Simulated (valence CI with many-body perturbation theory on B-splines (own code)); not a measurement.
**Forbidden lines of Te XXIX**

Calculated by configuration interaction combined with many-body perturbation theory (CI+MBPT): six valence electrons over a frozen Dirac-Fock core [Ar], radial functions for each j: 7 s, 7 p, 8 d, 6 f, 4 g, 1 h, with the one-electron correlation potential Σ1 (screened to all orders), the two-electron term Σ2, the three-electron term Σ3, Breit, model QED; selected single and double excitations, second order for the rest, scaled by the run's own slope (own B-spline code, finite nucleus).

No measured spectrum was set against this ion. As an estimate, large intervals hold to a few tenths of a per cent, small ones and those within an open d or f shell to about a per cent. Core correlation moves these levels by up to 10000 cm⁻¹, and in measured spectra 5 to 20 % of such shifts remained as error; rates that hang on mixing are uncertain with them. Among the levels kept, up to 950 cm⁻¹ of a level comes from second order outside the variational space, and about a tenth of that is noise between levels of different J, which matters for small intervals. Only levels of the ground parity were solved; by the run's estimate the other parity begins above the list, which can be wrong where configurations are misplaced.

Lines 1 to 50 of 120 in falling wavelength, among levels below 606600 cm⁻¹, chosen from the decays that carry over 1 % of a level's rate. Wavelengths and rates use the calculated energies. Electric multipoles are in the length gauge, E1 and E2 with the static RPA response of the core. S is in atomic units (e²a₀⁴ for E2 and M2, e²a₀⁶ for E3), for M1 in squared Bohr magnetons. Weak lines are less certain than strong ones. Lines between different terms over intervals too small for the method are left out, as are lines whose strength nearly cancels.

Names give the largest LS component (configuration and term), which can be under half, so a name can repeat, a term be missing and a line seem to break the LS rules; names also repeat where a configuration has a term twice. Letters in brackets count levels of one name in rising energy.

```csv
λ vac (nm),Upper,Lower,Type,A (s⁻¹),S (a.u.)
428.7,3d6 3P_0 [a],3d6 3D_1,M1,1.44e+02,4.21e-01
408.8,3d6 3H_5,3d6 3H_4 [b],M1,2.41e+02,6.71e+00
343.9,3d6 5D_3,3d6 3P_2 [a],M1,4.76e+02,5.02e+00
329.5,3d6 3H_6,3d6 3H_4 [a],E2,9.44e-05,4.25e-04
328.1,3d6 1F_3,3d6 3G_4,M1,2.85e+02,2.62e+00
327.8,3d6 3G_5,3d6 3H_4 [a],M1,3.04e+02,4.36e+00
283.3,3d6 3P_2 [a],3d6 5D_4,E2,3.61e-03,2.94e-03
243.5,3d6 3F_3 [b],3d6 3G_4,M1,6.89e+02,2.58e+00
242.2,3d6 5D_0,3d6 3P_2 [a],E2,2.30e-02,1.71e-03
234.7,3d6 3H_4 [b],3d6 3F_3 [a],M1,5.97e+02,2.58e+00
233.7,3d6 3D_1,3d6 3P_2 [b],M1,8.63e+02,1.22e+00
221.6,3d6 3D_2,3d6 3P_2 [b],M1,4.28e+02,8.64e-01
211.8,3d6 3P_1 [a],3d6 3P_0 [a],M1,7.69e+02,8.12e-01
203.5,3d6 5D_1,3d6 3P_2 [a],M1,5.86e+03,5.49e+00
186.3,3d6 3F_3 [b],3d6 3H_4 [b],M1,4.87e+02,8.17e-01
186.1,3d6 3D_2,3d6 3F_3 [a],M1,1.28e+03,1.53e+00
179.4,3d6 3D_1,3d6 3F_2 [a],M1,1.26e+03,8.09e-01
175.3,3d6 3F_3 [a],3d6 3H_4 [a],M1,1.72e+03,2.41e+00
168.8,3d6 1G_4 [a],3d6 3D_3,M1,3.76e+02,6.03e-01
167.5,3d6 1D_2 [a],3d6 3D_3,M1,6.84e+02,5.95e-01
155.3,3d6 5D_3,3d6 5D_4,M1,7.57e+03,7.36e+00
150.8,3d6 1G_4 [a],3d6 3H_5,M1,2.60e+02,2.97e-01
146.6,3d6 3P_1 [a],3d6 3D_2,M1,4.54e+03,1.59e+00
144.6,3d6 3H_4 [b],3d6 3G_5,M1,1.62e+02,1.64e-01
144.1,3d6 3F_2 [a],3d6 5D_1,M1,3.54e+03,1.96e+00
141.7,3d6 3P_1 [a],3d6 3D_1,M1,3.10e+03,9.81e-01
134.9,3d6 3D_3,3d6 3F_3 [a],M1,1.01e+03,6.41e-01
129.7,3d6 1F_3,3d6 3P_2 [b],M1,4.34e+02,2.46e-01
127.9,3d6 1G_4 [a],3d6 3G_4,M1,2.09e+03,1.46e+00
127.4,3d6 3D_3,3d6 3F_2 [a],M1,4.74e+03,2.55e+00
127.2,3d6 3P_1 [a],3d6 1S_0 [a],M1,1.06e+03,2.44e-01
124.8,3d6 1D_2 [a],3d6 3D_2,M1,3.52e+02,1.27e-01
122.3,3d6 3G_4,3d6 3G_5,M1,6.51e+03,3.97e+00
121.4,3d6 3P_2 [b],3d6 5D_1,M1,2.64e+03,8.75e-01
121.2,3d6 1D_2 [a],3d6 3D_1,M1,1.23e+03,4.06e-01
117.8,3d6 3P_1 [b],3d6 3P_0 [a],M1,3.52e+03,6.40e-01
116.7,3d6 1F_3,3d6 3F_3 [a],M1,3.00e+03,1.24e+00
114.0,3d6 3F_3 [b],3d6 3P_2 [b],M1,1.00e+03,3.86e-01
112.0,3d6 3F_4,3d6 3F_3 [b],M1,4.27e+02,2.00e-01
112.0,3d6 3F_2 [b],3d6 3F_3 [b],M1,6.20e+03,1.62e+00
111.8,3d6 3F_2 [a],3d6 5D_3,M1,6.62e+03,1.71e+00
111.1,3d6 1F_3,3d6 3F_2 [a],M1,2.17e+03,7.70e-01
110.1,3d6 1G_4 [a],3d6 3H_4 [b],M1,1.85e+03,8.24e-01
106.8,3d6 3H_5,3d6 3G_5,M1,4.59e+03,2.28e+00
106.6,3d6 3H_5,3d6 3H_6,M1,9.23e+03,4.56e+00
106.6,3d6 3F_3 [a],3d6 5D_3,M1,2.83e+03,8.89e-01
103.9,3d6 3F_3 [b],3d6 3F_3 [a],M1,4.26e+03,1.24e+00
100.3,3d6 3H_4 [b],3d6 3H_4 [a],M1,1.31e+04,4.42e+00
100.1,3d6 3F_4,3d6 1F_3,M1,4.51e+03,1.51e+00
100.1,3d6 3F_2 [b],3d6 1F_3,M1,2.89e+03,5.37e-01
```
